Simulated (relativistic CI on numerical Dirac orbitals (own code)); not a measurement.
# Electric-dipole transitions in Ho XXVIII

Calculated at this level of theory: Dirac-Coulomb-Breit CI, orbitals from a KLI potential per configuration, model QED, unscaled Slater integrals (own radial code, finite nucleus).

CI space (outside the closed core [Ar] 3d10): 4s2 4p6 4d4, 4s2 4p5 4d5, 4s2 4p6 4d3 4f, 4s 4p6 4d5, 4s 4p6 4d4 4f, 4s2 4p6 4d3 5s, 4s2 4p6 4d3 5d, 4s2 4p6 4d3 6s, 4p6 4d6, 4p5 4d7, 4s2 4p6 4d2 5s2, 4s2 4p6 4d 4f 5s2, 4s 4p6 4d2 4f 5s2, 4s2 4p6 4d 5s2 5d, 4p6 4d5 5s, 4p5 4d6 5s. Double excitations out of closed p, d and f shells are left out; levels of such configurations are missing from the list, as are those of other unlisted configurations, and high levels can miss mixing partners.

```tsv
λ vac (Å)	Lower	Upper	A (s⁻¹)	log gf	S velocity/length
74.921	4s2 4p6 4d4 5D_4 [7]	4s2 4p6 4d3 4f 1H°_5 [197]	3.00e+10	-0.56	0.61
76.073	4s2 4p6 4d4 3H_5 [10]	4s2 4p6 4d3 4f 1H°_5 [197]	3.33e+10	-0.50	0.56
76.644	4s2 4p6 4d4 3H_6 [12]	4s2 4p6 4d3 4f 1H°_5 [197]	3.73e+10	-0.44	0.55
80.647	4s2 4p6 4d4 5D_2 [3]	4s2 4p5 4d5 3D°_1 [95]	6.34e+10	-0.73	0.54
81.738	4s2 4p6 4d4 3H_5 [10]	4s2 4p5 4d5 1G°_4 [129]	3.07e+10	-0.56	0.54
82.317	4s2 4p6 4d4 3H_6 [12]	4s2 4p5 4d5 3H°_5 [130]	3.80e+10	-0.37	0.52
82.407	4s2 4p6 4d4 3F_4 [4]	4s2 4p5 4d5 5D°_3 [85]	2.98e+10	-0.67	0.55
83.358	4s2 4p6 4d4 3F_4 [4]	4s2 4p5 4d5 3F°_4 [78]	2.15e+10	-0.70	0.52
83.367	4s2 4p6 4d4 5D_3 [5]	4s2 4p5 4d5 5D°_2 [80]	4.25e+10	-0.66	0.53
84.043	4s2 4p6 4d4 3F_4 [4]	4s2 4p5 4d5 3F°_3 [72]	3.99e+10	-0.53	0.54
84.337	4s2 4p6 4d4 3H_5 [10]	4s2 4p5 4d5 3H°_5 [108]	4.27e+10	-0.30	0.56
84.481	4s2 4p6 4d4 3P_0 [1]	4s2 4p5 4d5 3D°_1 [41]	6.74e+10	-0.66	0.55
84.658	4s2 4p6 4d4 3F_4 [4]	4s2 4p5 4d5 5F°_4 [67]	3.72e+10	-0.44	0.56
84.877	4s2 4p6 4d4 1I_6 [22]	4s2 4p5 4d5 3H°_6 [167]	3.31e+10	-0.33	0.55
85.248	4s2 4p6 4d4 3H_6 [12]	4s2 4p5 4d5 3H°_6 [107]	5.07e+10	-0.14	0.56
85.373	4s2 4p6 4d4 5D_4 [7]	4s2 4p6 4d3 4f 3H°_4 [92]	2.37e+10	-0.63	0.55
85.676	4s2 4p6 4d4 5D_2 [3]	4s2 4p5 4d5 5F°_3 [60]	2.18e+10	-0.77	0.57
86.624	4s2 4p6 4d4 5D_3 [5]	4s2 4p5 4d5 5F°_3 [60]	2.52e+10	-0.70	0.54
87.908	4s2 4p6 4d4 3H_6 [12]	4s2 4p5 4d5 3I°_7 [90]	1.79e+10	-0.51	0.55
88.513	4s2 4p6 4d4 3F_4 [4]	4s2 4p5 4d5 5G°_5 [50]	1.46e+10	-0.73	0.51
```

Terms are leading LS components. Brackets give the number of a level in order of energy, since labels repeat. The list gives strong lines, with weight on those to low levels, among the lowest 200 of 2251 levels, so that lines to higher ones, which can be the strongest, are missing. Levels whose partners in the same complex of configurations lie outside the list can be far off, and so can their lines. Rates are taken at the computed energies, electric ones in the length gauge. A velocity-to-length ratio far from 1 marks an uncertain rate.

At this charge energies of transitions that change n are usually good to better than 1 %, and those within a shell (Δn = 0) to a few per cent. Terms inside the open d or f shell come out 10 to 20 % too wide with unscaled integrals.

LS names give the leading component of a level, which can be under half, so a name can repeat, a term be missing and a line seem to break the LS rules.
